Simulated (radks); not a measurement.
Q: The mean radii <r> (bohr) of the occupied orbitals of an atom or ion are listed with their occupations. Method: scalar-relativistic Kohn-Sham, BLYP, spin-polarised, spherical densities, finite nucleus; Fermi nuclear charge, rms radius of each element as measured or else 0.836 A^(1/3) + 0.57 fm; computed with a radial shooting solver on a logarithmic mesh with Libxc functionals.

| orbital | occ. | <r> |
|---|---|---|
| 1s | 2 | 0.01687 |
| 2s | 2 | 0.07113 |
| 2p | 6 | 0.06424 |
| 3s | 2 | 0.1839 |
| 3p | 6 | 0.1851 |
| 3d | 10 | 0.1677 |
| 4s | 2 | 0.4070 |
| 4p | 6 | 0.4334 |
| 4d | 10 | 0.4579 |
| 4f | 14 | 0.4954 |
| 5p | 6 | 1.048 |
| 5d | 10 | 1.432 |
| 6s | 2 | 2.465 |

Name the element and its charge. Open shells, if any, are filled with parallel spins first.

A: Z = 79, gold, charge +1: Au+ in [Kr] 4d10 4f14 5p6 5d10 6s2. The 1s radius gives Z: for a bare nucleus <r> = (2 gamma + 1)/(2Z) with gamma = sqrt(1 - (Z/c)^2), 0.01667 bohr for Z = 79, and screening makes it slightly larger (0.01687 here). The occupations add up to 78, and the charge is Z minus that.
